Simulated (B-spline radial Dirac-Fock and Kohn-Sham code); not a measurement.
## W⁶⁺: M4-N67N67 lines in intermediate coupling

System: the W⁶⁺ ion, configuration [Xe] 4f14.

These are calculated numbers from an atomic code on a B-spline grid; the model is multi-electron Dirac-Fock with separately optimised hole states, Breit and Lamb-shift corrections added in first order. The two-hole levels come from diagonalising the Coulomb interaction among the jj configurations; intensities are independent-particle Coulomb rates. Kinetic energies are from the vacuum level. Electron correlation is not included.

| kinetic energy (eV) | J | leading jj holes (weight) | leading LS term (weight) | intensity (%) |
| --- | --- | --- | --- | --- |
| 1678.7 | 0 | N6N6 (0.71) | ¹S0 (0.92) | 0.7 |
| 1686.3 | 2 | N6N6 (0.57) | ³P2 (0.58) | 2.6 |
| 1686.7 | 1 | N6N7 (1.00) | ³P1 (1.00) | 0.4 |
| 1687.1 | 0 | N7N7 (0.71) | ³P0 (0.92) | 0.0 |
| 1687.5 | 6 | N6N7 (0.92) | ¹I6 (0.99) | 50.0 |
| 1688.7 | 2 | N7N7 (0.41) | ³P2 (0.40) | 2.7 |
| 1690.1 | 4 | N6N6 (0.89) | ¹G4 (0.48) | 19.9 |
| 1691.6 | 2 | N7N7 (0.58) | ³F2 (0.71) | 0.2 |
| 1691.6 | 3 | N6N7 (1.00) | ³F3 (1.00) | 2.6 |
| 1692.0 | 4 | N6N7 (0.89) | ³H4 (0.50) | 8.0 |
| 1692.9 | 5 | N6N7 (1.00) | ³H5 (1.00) | 11.2 |
| 1693.8 | 4 | N7N7 (0.99) | ³F4 (0.58) | 0.1 |
| 1694.9 | 6 | N7N7 (0.92) | ³H6 (0.99) | 1.7 |

The strongest line, by its leading LS label ¹I6, lies at 1687.5 eV. The mean weight of the leading component is 0.81 in jj and 0.77 in LS coupling, so jj labels describe these levels better.
